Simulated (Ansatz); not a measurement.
`[BH2][GeH2][CH]=O` + CH₃SH → `BSC` + `O=[CH][GeH3]` at 600 K and 1 bar (cleavage of the B–Ge bond).

Gas-phase electronic energies from Ansatz, PBE0-D4/def2-TZVP geometries. CBS: MP2 limit from def2 TZ/QZ plus the TZ coupled-cluster correction, frozen cores. This one scheme is used for every species. For Ge outer-core shells are correlated without core-valence functions, which leaves a few kJ/mol of doubt a bond. Scalar relativity is left out up to krypton. Each species was taken in one conformer, which may not be the lowest.

```
            species  CCSD(T)/CBS energy (Eh)  H − E (kJ/mol)  S (J/(mol·K))
`[BH2][GeH2][CH]=O`              -2217.06538           197.4          431.5
              CH₃SH               -438.22835           152.3          296.8
              `BSC`               -463.64092           199.3          349.7
     `O=[CH][GeH3]`              -2191.69659           149.8          365.0
```

H − E and S are ideal-gas, rigid-rotor, harmonic terms from PBE0-D4/def2-TZVP, for one conformer and one mirror image of each species. 1 Eh = 2625.50 kJ/mol, R = 8.31446 J/(mol·K).

Q: By hand: ΔE, ΔH, ΔS and ΔG.

A: ΔE = (-463.64092) + (-2191.69659) − (-2217.06538) − (-438.22835) = -0.04378 Eh = -114.9 kJ/mol. Δ(H − E) = 199.3 + 149.8 − 197.4 − 152.3 = -0.6, so ΔH = -115.5 kJ/mol. ΔS = 349.7 + 365.0 − 431.5 − 296.8 = -13.6 J/(mol·K). ΔG = -115.5 − 600 × (-13.6)/1000 = -107.3 kJ/mol.

Q: By hand: the equilibrium constant, and the temperature at which ΔG would vanish if ΔH and ΔS stayed fixed.

A: log₁₀ K = −ΔG/(RT ln 10) = 9.3. ΔG = 0 at ΔH/ΔS = 8493 K, far beyond where these terms or the molecules hold.

The number of gas molecules stays the same, so ΔS is small and ΔH decides. A doubt of 5 kJ/mol in ΔE shifts log₁₀ K by 0.4 here. Other conformers and mirror images would add mixing entropy, several J/(mol·K) or more a flexible species. Modes under 60 cm⁻¹, often nearly free rotors, make the harmonic entropy too high. These are equilibria of isolated gas molecules and say nothing of rates. Largest T1 diagnostic: 0.016 (customary marks: 0.02 for closed shells, 0.045 for open ones).
